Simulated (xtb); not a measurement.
C7H14O2 (SMILES CC(C)OC(=O)C(C)C), singlet, geometry from GFN2-xTB; GFN1-xTB with ALPB(ether) run with xtb.

xtb was given this input:
```
$ xtb mol.xyz --gfn 1 --alpb ether --json

# file mol.xyz
23

C     -2.32306507     1.07032538     0.64251596
C     -1.87487723    -0.27296795     0.07669076
C     -2.81350309    -0.78506212    -1.00575308
O     -0.57422581    -0.13343070    -0.52158094
C      0.48931414    -0.22974627     0.27670932
O      0.43289500    -0.45388328     1.45763924
C      1.76985051     0.01407387    -0.50313694
C      2.87628061    -0.90593006     0.00222098
C      2.14539462     1.48688387    -0.31345545
H     -3.31061176     0.97419666     1.08448448
H     -1.62655243     1.40050323     1.40949361
H     -2.35760894     1.81534470    -0.14937216
H     -1.79014912    -1.00256083     0.89268149
H     -3.80626094    -0.93500579    -0.59153717
H     -2.87058422    -0.06382614    -1.81697333
H     -2.45012757    -1.72851051    -1.40457970
H      1.56453539    -0.17302662    -1.56062558
H      2.63195870    -1.94634598    -0.19889738
H      2.99242536    -0.78273467     1.07611169
H      3.81783932    -0.66743740    -0.48622495
H      1.35374000     2.13485750    -0.68313021
H      3.06050425     1.71109865    -0.85653732
H      2.30517143     1.69649887     0.74189102
```

What the program printed (banner, timings and long lists left out):

```
   ID    Z sym.   atoms
    1    6 C      1-3, 5, 7-9
    2    8 O      4, 6
    3    1 H      10-23

           -------------------------------------------------
          |                Calculation Setup                |
           -------------------------------------------------

           -------------------------------------------------
          |                 G F N 1 - x T B                 |
           -------------------------------------------------

      * Solvation model:               ALPB
        Solvent                        ether
        Parameter file                 internal GFN1-xTB/ALPB
        Dielectric constant                4.3300E+00
        Reference state                gsolv [1 M gas/solution]
        Free energy shift                  1.3619E-02 Eh       8.5463E+00 kcal/mol
        Temperature                        2.9815E+02 K
        Density                            7.1300E-01 kg/L
        Solvent mass                       7.4120E+01 g/mol
        Interaction kernel             P16
        Born radius scaling (c1)           1.8244E+00
        Born radii integrator          GBOBC
        Born offset                        0.0000E+00 a0       0.0000E+00 AA
        H-bond correction              true
        Ion screening                  false
        Surface tension                    1.0000E-05 Eh       1.5569E+01 dyn/cm
        Grid points                               230 per atom

          ...................................................
          :                      SETUP                      :
          :.................................................:
          :  # basis functions                  64          :
          :  # atomic orbitals                  64          :
          :  # shells                           46          :
          :  # electrons                        54          :
          :  # halogen bonds                     0          :
          :  max. iterations                   250          :
          :  Hamiltonian                  GFN1-xTB          :
          :  restarted?                      false          :
          :  GBSA solvation                   true          :
          :  PC potential                    false          :
          :  electronic temp.          300.0000000     K    :
          :  accuracy                    1.0000000          :
          :  -> integral cutoff          0.2500000E+02      :
          :  -> integral neglect         0.1000000E-07      :
          :  -> SCF convergence          0.1000000E-05 Eh   :
          :  -> wf. convergence          0.2000000E-04 e    :
          :  Broyden damping             0.4000000          :
          :  net charge                          0          :
          :  unpaired electrons                  0          :
          ...................................................

 iter      E             dE          RMSdq      gap      omega  full diag
   1    -32.0162584 -0.320163E+02  0.793E+00    6.46       0.0  T
   2    -32.1570870 -0.140829E+00  0.473E+00    5.20       1.0  T
   3    -32.1538350  0.325200E-02  0.142E+00    5.76       1.0  T
   4    -32.1628769 -0.904189E-02  0.168E-01    5.36       1.0  T
   5    -32.1631736 -0.296654E-03  0.435E-02    5.42       1.0  T
   6    -32.1631940 -0.204177E-04  0.296E-03    5.41       7.0  T
   7    -32.1631941 -0.151357E-06  0.103E-03    5.41      20.2  T
   8    -32.1631941 -0.120743E-07  0.196E-04    5.41     106.4  T
   9    -32.1631941 -0.698371E-09  0.104E-04    5.41     200.9  T

   *** convergence criteria satisfied after 9 iterations ***

         :::::::::::::::::::::::::::::::::::::::::::::::::::::
         ::                     SUMMARY                     ::
         :::::::::::::::::::::::::::::::::::::::::::::::::::::
         :: total energy             -31.810194621396 Eh    ::
         :: total w/o Gsasa/hb       -31.802090713270 Eh    ::
         :: gradient norm              0.012524141932 Eh/a0 ::
[...]
        64                          0.7333792              19.9563
      -------------------------------------------------------------
                  HL-Gap            0.1989708 Eh            5.4143 eV
             Fermi-level           -0.3557742 Eh           -9.6811 eV

  Mulliken/CM5 charges         n(s)   n(p)   n(d)
     1C    -0.11177 -0.25916   1.016  3.096  0.000
     2C     0.22855  0.18257   1.022  2.750  0.000
     3C    -0.11106 -0.25849   1.015  3.096  0.000
     4O    -0.42951 -0.51254   1.691  4.738  0.000
     5C     0.57731  0.63164   0.983  2.439  0.000
     6O    -0.55535 -0.60977   1.724  4.832  0.000
     7C    -0.03361 -0.09736   1.059  2.975  0.000
     8C    -0.09407 -0.24266   1.010  3.084  0.000
     9C    -0.08964 -0.23832   1.012  3.078  0.000
    10H     0.04343  0.09641   0.957  0.000  0.000
    11H     0.05184  0.10834   0.948  0.000  0.000
    12H     0.04268  0.09756   0.957  0.000  0.000
    13H     0.04129  0.11277   0.959  0.000  0.000
    14H     0.04328  0.09623   0.957  0.000  0.000
    15H     0.04677  0.10183   0.953  0.000  0.000
    16H     0.04900  0.10363   0.951  0.000  0.000
    17H     0.04417  0.10762   0.956  0.000  0.000
    18H     0.04109  0.09435   0.959  0.000  0.000
    19H     0.04626  0.10240   0.954  0.000  0.000
    20H     0.04022  0.09284   0.960  0.000  0.000
    21H     0.04096  0.09486   0.959  0.000  0.000
    22H     0.04414  0.09665   0.956  0.000  0.000
    23H     0.04402  0.09860   0.956  0.000  0.000

Wiberg/Mayer (AO) data.
largest (>0.10) Wiberg bond orders for each atom

 ---------------------------------------------------------------------------
     #   Z sym  total        # sym  WBO       # sym  WBO       # sym  WBO
 ---------------------------------------------------------------------------
     1   6 C    3.994 --     2 C    1.001    12 H    0.986    10 H    0.985
                            11 H    0.983
     2   6 C    3.875 --     3 C    1.007     1 C    1.001    13 H    0.967
                             4 O    0.870
     3   6 C    3.994 --     2 C    1.007    14 H    0.986    15 H    0.985
                            16 H    0.984
     4   8 O    2.194 --     5 C    1.113     2 C    0.870     6 O    0.133
     5   6 C    3.823 --     6 O    1.687     4 O    1.113     7 C    0.956
     6   8 O    1.945 --     5 C    1.687     4 O    0.133
     7   6 C    3.992 --     8 C    1.004     9 C    0.985    17 H    0.971
                             5 C    0.956
     8   6 C    3.994 --     7 C    1.004    20 H    0.986    18 H    0.986
                            19 H    0.985
     9   6 C    3.994 --    23 H    0.987    21 H    0.986     7 C    0.985
                            22 H    0.984
    10   1 H    1.002 --     1 C    0.985
    11   1 H    1.005 --     1 C    0.983
    12   1 H    1.003 --     1 C    0.986
    13   1 H    1.013 --     2 C    0.967
    14   1 H    1.002 --     3 C    0.986
    15   1 H    1.003 --     3 C    0.985
    16   1 H    1.004 --     3 C    0.984
    17   1 H    1.007 --     7 C    0.971
    18   1 H    1.002 --     8 C    0.986
    19   1 H    1.006 --     8 C    0.985
    20   1 H    1.002 --     8 C    0.986
    21   1 H    1.003 --     9 C    0.986
    22   1 H    1.002 --     9 C    0.984
    23   1 H    1.002 --     9 C    0.987
 ---------------------------------------------------------------------------

Topologies differ in total number of bonds
Writing topology from bond orders to xtbtopo.mol

 dipole moment from electron density (au)
     X       Y       Z
  -0.3134   0.2749  -0.9709  total (Debye):    2.686

           -------------------------------------------------
          | TOTAL ENERGY              -31.810194621396 Eh   |
          | GRADIENT NORM               0.012524141932 Eh/α |
          | HOMO-LUMO GAP               5.414270403913 eV   |
           -------------------------------------------------

normal termination of xtb
```
